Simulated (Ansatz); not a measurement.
Strength of the Si–H bond: SiH(OH)2(SiH3) → SiH(OH)2(SiH2) + H

Species: SiH(OH)2(SiH3), singlet; SiH(OH)2(SiH2), doublet; H atom, doublet. 

Shapes, held fixed at every level: PBE0-D4/def2-TZVP. Flexible molecules stand in one conformer, not always the lowest. Programs: Ansatz 0.2.0. The zero-point and thermal change to 298 K, harmonic and unscaled (PBE0-D4/def2-TZVP), is -18.6 kJ/mol.

| level | kind | ΔH(298 K) (kJ/mol) | less CCSD(T)/CBS estimate | CPU time (sum over the molecules) |
| --- | --- | --- | --- | --- |
| HF/def2-TZVPP | Hartree–Fock | +287.9 | -85.3 | – |
| B3LYP-D4/def2-TZVPP | global hybrid | +365.5 | -7.7 | 31 s |
| BHLYP-D4/def2-TZVPP | global hybrid | +366.6 | -6.6 | 38 s |
| r2SCAN0-D4/def2-TZVPP | global hybrid | +353.1 | -20.1 | 48 s |
| wB97X-V/def2-TZVPP | range-separated hybrid | +373.2 | 0.0 | 63 s |
| MP2/def2-TZVPP | perturbation theory | +356.3 | -16.9 | – |
| CCSD(T)/CBS estimate | coupled cluster or CI | +373.2 | 0.0 | 22 min |

The highest level, CCSD(T)/CBS estimate, gives ΔH(298 K) = +373.2 kJ/mol; the levels span +287.9 to +373.2. The column of differences is taken from that level and isn't an error. Hartree–Fock misses the correlation of the pair that is broken and comes out low. No measured value is set beside it here. Open shells run unrestricted unless RO is named. The CBS estimate extrapolates MP2 from def2-TZVPP and def2-QZVPP and adds CCSD(T) − MP2 in the triple-zeta set, cores frozen. Times are processor times on shared x86 and Arm servers, and rough.
